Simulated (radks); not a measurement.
The numbers below are computed, except where a source is named.
Task: Coherent X-ray form factor from a spherical all-electron density. Level of theory: non-relativistic Kohn-Sham, Slater X-alpha with alpha = 0.875, spin-unpolarised, spherical densities, point nucleus (a radial shooting solver on a logarithmic mesh with Libxc functionals).

| sin(theta)/lambda (1/angstrom) | f0 (electrons) |
|---|---|
| 0.05 | 7.976 |
| 0.1 | 7.906 |
| 0.15 | 7.791 |
| 0.2 | 7.634 |
| 0.25 | 7.439 |
| 0.3 | 7.211 |
| 0.4 | 6.675 |
| 0.5 | 6.070 |
| 0.6 | 5.441 |
| 0.8 | 4.243 |
| 1 | 3.266 |
| 1.25 | 2.416 |
| 1.5 | 1.901 |
| 2 | 1.420 |

The species is in the configuration that NIST lists as its ground one. Which atom or ion scatters so?

Result: The sulfur ion S8+, [He] 2s2 2p4. Extrapolating in s^2 from the first two rows gives f0(0) = 8.0, near the electron count 8; among species with that count, the fall with angle is slower the higher Z, and the table is that of Z = 16; from so few rows the species is fixed only to a neighbour or two.
